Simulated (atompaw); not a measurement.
# An all-electron radial function and its pseudo partner (Nb)

Columns: radius, all-electron u(r) and pseudo u(r) of the 4d shell (level -3.79 eV) of niobium in the configuration [Kr] 4d4 5s0.5 5p0.5; LDA (PW92), scalar-relativistic, PAW (atompaw) scheme, atompaw 4.2.0.5.

```json
{"r (bohr)": "0.115", "all-electron": "-0.1379", "pseudo": "0.0013"}
{"r (bohr)": "0.231", "all-electron": "-0.3044", "pseudo": "0.0102"}
{"r (bohr)": "0.346", "all-electron": "-0.2848", "pseudo": "0.0327"}
{"r (bohr)": "0.462", "all-electron": "-0.1428", "pseudo": "0.0729"}
{"r (bohr)": "0.577", "all-electron": "0.0392", "pseudo": "0.1306"}
{"r (bohr)": "0.692", "all-electron": "0.2163", "pseudo": "0.2039"}
{"r (bohr)": "0.808", "all-electron": "0.3690", "pseudo": "0.2891"}
{"r (bohr)": "0.923", "all-electron": "0.4883", "pseudo": "0.3783"}
{"r (bohr)": "1.038", "all-electron": "0.5762", "pseudo": "0.4648"}
{"r (bohr)": "1.154", "all-electron": "0.6370", "pseudo": "0.5423"}
{"r (bohr)": "1.269", "all-electron": "0.6745", "pseudo": "0.6044"}
{"r (bohr)": "1.385", "all-electron": "0.6942", "pseudo": "0.6493"}
{"r (bohr)": "1.500", "all-electron": "0.7000", "pseudo": "0.6765"}
{"r (bohr)": "1.615", "all-electron": "0.6957", "pseudo": "0.6873"}
{"r (bohr)": "1.731", "all-electron": "0.6839", "pseudo": "0.6828"}
{"r (bohr)": "1.846", "all-electron": "0.6669", "pseudo": "0.6669"}
{"r (bohr)": "1.962", "all-electron": "0.6461", "pseudo": "0.6461"}
{"r (bohr)": "2.077", "all-electron": "0.6230", "pseudo": "0.6230"}
{"r (bohr)": "2.192", "all-electron": "0.5986", "pseudo": "0.5986"}
{"r (bohr)": "2.308", "all-electron": "0.5732", "pseudo": "0.5732"}
{"r (bohr)": "2.423", "all-electron": "0.5477", "pseudo": "0.5477"}
{"r (bohr)": "2.538", "all-electron": "0.5225", "pseudo": "0.5225"}
{"r (bohr)": "2.654", "all-electron": "0.4974", "pseudo": "0.4974"}
{"r (bohr)": "2.769", "all-electron": "0.4731", "pseudo": "0.4731"}
{"r (bohr)": "2.885", "all-electron": "0.4493", "pseudo": "0.4493"}
{"r (bohr)": "3.000", "all-electron": "0.4266", "pseudo": "0.4266"}
```

Question: How many radial nodes do the two functions have?

Answer: The all-electron 4d function has n − l − 1 = 1; the pseudo-wave has 0, since the states of the same l below it are removed with the core.

Question: At about which radius was the pseudo-wave matched?

Answer: 1.85 bohr, where the columns begin to agree (steps of 0.12 bohr).

Question: Is the pseudo-wave norm-conserving?

Answer: No, it belongs to a PAW set: the norm inside the radius is not constrained, and the difference is carried by the augmentation charge.
